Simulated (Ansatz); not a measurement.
(1) Predict a relaxed structure of (AgCl)2 ring (Ag2Cl2), charge 0, singlet, at PBE0-D4/def2-SVP (Ansatz).

## Answers

(1) 
```xyz
4

Ag   -1.432    0.064   -0.114
Cl   -0.185   -1.239    1.630
Ag    1.432   -0.063    0.114
Cl    0.185    1.237   -1.631
```
Point group D2h (tolerance 0.1 Å). This is one stationary point.

In the def2 sets Ag takes a core potential; there is no spin–orbit coupling.
